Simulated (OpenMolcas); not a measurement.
Ar³⁺: effect of the basis set

```json
{
 "Program": "OpenMolcas",
 "Method": "CASSCF",
 "Active space": "3 electrons in 3 orbitals (3p)",
 "State averaging": "2S+1 = 4 odd, 1 root; 2S+1 = 2 odd, 8 roots",
 "Spin-orbit coupling": "state interaction with AMFI integrals over the reference wave functions, term energies averaged over their components"
}
```

A. ANO-R1 [4s3p1d], X2C, finite nucleus; cost about 2.3 core-seconds
B. ANO-L-VTZP [5s4p2d1f], non-relativistic, point nucleus; cost roughly 2.5 core-seconds
C. ANO-RCC-VTZP [5s4p2d1f], DKH2, point nucleus; cost of the order of 1.6 core-seconds
D. ANO-R2 [5s4p3d1f], X2C, finite nucleus; cost of the order of 4 core-seconds
E. ANO-RCC-VQZP [6s5p3d2f1g], DKH2, point nucleus; cost about 2.7 core-seconds
F. ANO-R3 [6s5p4d2f1g], X2C, finite nucleus; cost about 2.8 core-seconds

Energies in cm-1 above 3s2 3p3 4S* 3/2, the measured ground level; measured values from Saloman, J. Phys. Chem. Ref. Data 39, 033101 (2010).

```json
{"Level": "3s2 3p3 4S* 3/2", "A": "0.0", "B": "0.0", "C": "0.0", "D": "0.0", "E": "0.0", "F": "0.0", "Measured": "0.0"}
{"Level": "3s2 3p3 2D* 3/2", "A": "25786", "B": "26215", "C": "26054", "D": "25997", "E": "26059", "F": "25996", "Measured": "21091"}
{"Level": "3s2 3p3 2D* 5/2", "A": "25894", "B": "26300", "C": "26144", "D": "26088", "E": "26150", "F": "26087", "Measured": "21220"}
{"Level": "3s2 3p3 2P* 1/2", "A": "43033", "B": "43676", "C": "43436", "D": "43341", "E": "43426", "F": "43339", "Measured": "34855"}
{"Level": "3s2 3p3 2P* 3/2", "A": "43177", "B": "43789", "C": "43555", "D": "43461", "E": "43546", "F": "43460", "Measured": "35032"}
```

Deviations, from unrounded energies. A percentage is the sum of absolute deviations over the sum of measured energies, with the sign that they share, or ± where signs differ.

```json
{"Against measurement": "mean absolute deviation (cm-1)", "Levels": "4", "A": "6400", "B": "6900", "C": "6700", "D": "6700", "E": "6700", "F": "6700"}
{"Against measurement": "other terms of the ground configuration (%)", "Levels": "4", "A": "+22.9", "B": "+24.8", "C": "+24.1", "D": "+23.8", "E": "+24.1", "F": "+23.8"}
```

A, C, D, E, F lie about equally close to measurement and B furthest from it. The largest miss of A in the table is 3s2 3p3 2P* 1/2, by +8200 cm-1. The ranking rests on the paired levels alone, and a cruder setting can come out closer through cancelling errors.

Among A to F the level of the table that moves most is 3s2 3p3 2P* 1/2, by 640 cm-1 (lowest in A, highest in B).

With the s shell closed, the reference lacks s² → p² mixing. The basis is small and was not contracted for so high a charge (holds for A). Computed and measured levels are paired by configuration, term and J; levels that our copy of the source lacks, or whose pairing is in doubt (as where it misses far off the trend of its configuration), stay unpaired and out of the deviations. Only configurations of the active space appear.

* marks odd parity.
